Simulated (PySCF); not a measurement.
Compound: C₆H₇FN (doublet state).
Cartesian coordinates in Å at the GFN2-xTB level; atoms count from 1:
```xyz
15
C6H7FN angstrom
N      2.9146    0.6983   -0.7801
C      2.0753    0.1493   -0.2301
C      0.9632   -0.5510    0.3831
C      0.1161   -1.0934   -0.7117
C     -1.1324   -0.3199   -0.8735
C     -0.9660    0.8895    0.0579
C      0.0388    0.4387    1.1167
F     -0.6081   -0.2288    2.1354
H      1.3600   -1.3122    1.0668
H      0.4131   -1.9121   -1.3361
H     -1.3146   -0.0231   -1.9108
H     -1.9967   -0.9254   -0.5664
H     -1.9010    1.1984    0.5217
H     -0.5443    1.7344   -0.4869
H      0.5775    1.2653    1.5921
```

The hyperfine couplings belong to this conformer and change with its torsions.

As a line formula: `N#C[C@@H]1[CH]CC[C@H]1F` [radical].

The calculation used UKS B3LYP, pcH-1 on C F H N, non-relativistic, mean-field spin-orbit, GIAO (PySCF). The structure is a single GFN2-xTB conformer in the gas phase; no vibrational or solvent corrections. The geometry wasn't refined by DFT: couplings that depend on bond lengths, twists or pyramidal angles can differ widely from those at the functional's own minimum. No stability test was run, so a lower SCF solution isn't excluded.

Question: Give the principal g shifts and their parts.

Answer: 
```csv
Δg (ppm),1,2,3
relativistic mass correction,-148,-148,-148
gauge correction,4,32,25
orbital Zeeman/spin–orbit,-38,553,788
total,-182,437,664
```

So g = 2.00214, 2.00276, 2.00298 and g_iso = 2.00263; the tensor is rhombic: the two nearest values differ by 27 % of g3 − g1. Axes: g3 points within 8° of the C4–H10 bond.

Question: What are the electron Larmor frequencies g μB B/h along the three axes at 350 mT?

Answer: 9.8078, 9.8109, 9.8120 GHz for g1, g2 and g3, a range of 4.1 MHz.

Question: What effective moment and Curie constant follow for a powder?

Answer: With the mean of g² = 4.0105 and S(S+1) = 0.75: μ_eff = √(⟨g²⟩S(S+1)) = 1.734 μB and χT = 0.12505·⟨g²⟩·S(S+1) = 0.376 cm³ K/mol (cgs; spin-Hamiltonian part alone).

Question: In a frozen sample, at which fields do the three g values resonate at 9.5, 34, 94 and 263 GHz (hyperfine left aside), and which band first spreads them over more than twice a line width of 0.3 mT?

Answer: 
| band | GHz | B(g3) mT | B(g2) mT | B(g1) mT | spread mT |
| --- | --- | --- | --- | --- | --- |
| X | 9.5 | 338.87 | 338.91 | 339.01 | 0.14 |
| Q | 34.0 | 1212.80 | 1212.94 | 1213.32 | 0.51 |
| W | 94.0 | 3353.04 | 3353.42 | 3354.46 | 1.42 |
| J | 263.0 | 9381.38 | 9382.45 | 9385.35 | 3.97 |

The spread grows in proportion to the frequency. W band is the first where it exceeds 0.6 mT.

The largest Mulliken spin populations are on C4 (+1.02), C5 (-0.09) and C3 (-0.07). No atom but C4 exceeds +0.15. The angles at C4 add up to 359.9°, so it is planar; its axial dipolar tensor and the negative coupling of its proton fit spin in a p orbital normal to that plane.

The HOMO–LUMO gaps are 6.45 eV among the α and 6.85 eV among the β orbitals.

Time: 66 s wall (with the writing of density and orbital grids); peak memory 0.97 GiB. Hardware: one thread, Arm Neoverse V1 (aarch64), no GPU (shared host).
